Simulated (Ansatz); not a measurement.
`F[SiH2][TeH]` + SiH₄ → `[SiH3][SiH2][TeH]` + H–F  (formal exchange of groups at the Si–F bond)

Program: Ansatz. Geometries: PBE0-D4/def2-TZVP. ΔE: electronic, gas phase. CCSD(T)/CBS adds triple-zeta CCSD(T) − MP2 to the extrapolated MP2 energy (def2 sets, frozen cores). This one scheme is used for every species. Functionals use def2-TZVPP. B3LYP here is the variant with VWN-RPA as its local correlation; programs differ in this. def2 core potentials past Kr. For Te outer-core shells are correlated without core-valence functions, which leaves a few kJ/mol of doubt a bond.

`F[SiH2][TeH]`:

```xyz
6

F     1.157    0.341    1.407
Si   -0.019   -0.320    0.547
Te    0.342   -0.084   -1.890
H    -0.032   -1.773    0.831
H    -1.277    0.344    0.952
H    -0.172    1.491   -1.848
```

SiH₄:

Cartesian coordinates in Å:
```
Si 0.000 0.000 0.000
H 1.050 0.380 -0.978
H 0.086 -1.456 0.277
H -1.337 0.320 -0.560
H 0.202 0.756 1.261
```

`[SiH3][SiH2][TeH]`:

```xyz
9

Si    0.181    1.373    0.836
Si   -0.456   -0.683   -0.076
Te    1.155   -1.170   -1.924
H    -0.731    1.739    1.953
H     0.118    2.428   -0.209
H     1.572    1.285    1.353
H    -0.401   -1.753    0.955
H    -1.844   -0.614   -0.605
H     0.407   -2.605   -2.284
```

H–F:

Cartesian coordinates in Å:
```
F -0.292 0.350 0.064
H 0.292 -0.350 -0.064
```

| level | ΔE (eV) |
| --- | --- |
| LDA (SPW92) | 1.14 |
| revPBE-D4 | 1.07 |
| B97M-V | 1.34 |
| B3LYP-D4 | 1.32 |
| ωB97X-V | 1.33 |
| CAM-B3LYP | 1.49 |
| HF/def2-TZVPP | 1.61 |
| CCSD(T)/def2-TZVPP | 1.29 |

Problem. What does CCSD(T)/CBS give? (An estimate is asked.)

Solution. The calculation gave: +1.26 eV. The listed levels differ from it by -0.12, -0.19, 0.08, 0.06, 0.07, 0.23, 0.35, 0.03 eV.

Largest T1 diagnostic among the species: 0.012.

Leaving LDA and LC-ωPBE aside and taking each functional with its dispersion term where it has one, the values, not all of them listed here, spread over 0.35 eV, from revPBE-D4 to CAM-B3LYP-D4. The D4 term adds −0.10 eV with B3LYP and −0.06 eV with PBE0; it sums over pairs of atoms, weighted by their polarisabilities, and B3LYP, whose exchange is more repulsive, gets the larger term. In def2-TZVPP, CCSD(T) changes the Hartree–Fock value by −0.32 eV (the triples alone add −0.04 eV) and MP2 by −0.29 eV.
